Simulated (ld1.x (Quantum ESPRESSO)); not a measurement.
Ti (Z = 22): one change to an RRKJ potential, before and after

ld1.x (Quantum ESPRESSO) 7.5 input, shortened:

```
&input
   title='Ti', zed=22., rel=2, dft='PBE', iswitch=3,
   config='[Ar] 3d2 4s1.75 4p0.25', rel_dist='average'
 /
 &inputp
   pseudotype=2, tm=.false., rho0=0.01, lloc=2,
   nlcc=.false.
 /
3
4S  1  0   1.75   0.00  2.95  2.95  0.0
3P  2  1   6.00   0.00  0.95  0.95  0.0
3D  3  2   2.00   0.00  1.80  1.80  0.0
 &test
   configts(1)='3p6 3d2 4s1.75 4p0.25'
 /
```

Open shells are filled in proportion to 2j + 1 (rel_dist='average').

Occupied shells without a wave of their own: 4p. They enter only through the test configuration that unscreens the potential.

Change: wave 4s (bound): rc 2.95 bohr becomes 4s (bound): rc 4.06 bohr.

Cutoffs: the cutoffs (Ry, on a coarse ladder) from which the occupation-weighted sum of valence levels, in a spherical-Bessel basis at the reference potential, stays within 10 and 1 mRy of its value at 400 Ry; they do not see the model core or the augmentation charge, which bear on the density cutoff. Errors are all-electron minus pseudo energies relative to the spin-unpolarised reference configuration.

Q: What does the change do?

A: The potential gets neither clearly harder nor softer (140 Ry and 180 Ry → 140 Ry and 180 Ry); both files keep a bound ghost (s); of the 7 tests that both files solve, the error grows in 3 and shrinks in 1 by more than 15 % and 0.3 meV (median size 31.0 → 28.9 meV).

```tsv
quantity	base	changed
cutoff, loose	140 Ry	140 Ry
cutoff, tight	180 Ry	180 Ry
loose cutoff by channel (10 mRy a level)	s 12 Ry, p 100 Ry, d 55 Ry	s 8 Ry, p 100 Ry, d 55 Ry
bound ghosts	s	s
largest miss of a reference level, eV	0.06	0.06
error for 3p6 3d2 4s2 4p0, meV [ΔE -0.75 eV]	+15	+14
error for 3p6 3d2 4s1 4p0, meV [ΔE 6.59 eV]	+31	+27
error for 3p6 3d2 4s0 4p0, meV [ΔE 20.16 eV]	+61	-47
error for 3p6 3d2 4s1.5 4p0, meV [ΔE 2.18 eV]	+22	+22
error for 3p6 3d2 4s0 4p2, meV [ΔE 5.53 eV]	-140	-201
error for 3p6 3d1 4s0 4p0, meV [ΔE 47.11 eV]	+182	-274
error for 3p6 3d2.5 4s1.5 4p0, meV [ΔE -0.40 eV]	+7.8	+29
```

Changed file: These tests converged, but a pseudo level misses the all-electron one widely, so the file describes the atom poorly there or has found another state: 3p6 3d1 4s0 4p0: empty 4s by 3.2 eV (a node warning on the way). The 4p level has no wave, so the channel is fitted at the deeper level alone: the likely source of the large errors. A true bound ghost makes a file unfit for plane-wave use even where its test errors are small: the radial tests pick states by their node count and pass the ghost by.
